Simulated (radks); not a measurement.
Q: These are the eigenvalues of the occupied orbitals of an atom or ion with whole-number occupations (hartree). Calculated with a radial shooting solver on a logarithmic mesh with Libxc functionals: Dirac Kohn-Sham, PBE, spin-unpolarised, spherical densities, finite nucleus; Fermi nuclear charge, rms radius of each element as measured or else 0.836 A^(1/3) + 0.57 fm.

orbital  eigenvalue
1s1/2     -116.4852
2s1/2     -12.67848
2p1/2     -10.27470
2p3/2     -10.19216
3s1/2      -2.40901
3p1/2      -1.84021
3p3/2      -1.83108

Which element is it, and in what charge state? The configuration may be excited. Open shells, if any, fill j = l - 1/2 first.

A: Z = 18, argon, charge +3: Ar3+ in [Ne] 3s2 3p3. The list shows which subshells hold electrons but not how many an open one holds; the 1s level, -116.49 hartree, gives Z - s = 15.3 by -(Z - s)^2/2, which with screening and relativity narrows Z to a few neighbours, and the depths of the outer levels then fix element, charge and occupations together.
